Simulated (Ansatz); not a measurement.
A made-up structure of CHSSe, doublet:

```
4
angstrom
C 0.4601 -0.1118 0.1348
S -0.6010 1.4340 0.0991
Se -1.3558 -0.8805 -0.5263
H 1.4967 -0.4417 0.2925
```

It is relaxed with PBE-D4/def2-SVP and then PBE0-D4/def2-TZVP (Ansatz 0.2.0). Atoms count as bonded within 1.22 times the sum of their covalent radii (H–H: 0.88 Å). The end point is not checked to be a true minimum.

**Question.** Does its bonding change? (A judgement: the text doesn't fix the answer.)

**Answer.** The calculation gives: No: no bond forms or breaks.

Where it ends: The first stage lowers the energy by 0.77 eV in 5 steps. It ends as CHSSe ([CH]1[S][Se]1):
```xyz
4
angstrom
C 0.3446 -0.1461 0.3710
S -0.5222 1.2904 0.0318
Se -1.1973 -0.7776 -0.5195
H 1.3749 -0.3668 0.1167
```

Labels in which every atom is bracketed show which atoms are joined, not bond orders.

For scale, one of the runs: PBE0-D4/def2-TZVP relaxation, 122 basis functions, launched by `ansatz run in.yaml --threads 2 --pin off --events-out ev --progress --plain --max-ram 4352MiB`. Hardware: 2 CPU threads of an Arm Neoverse V1, shared host. Wall time about 29 s.
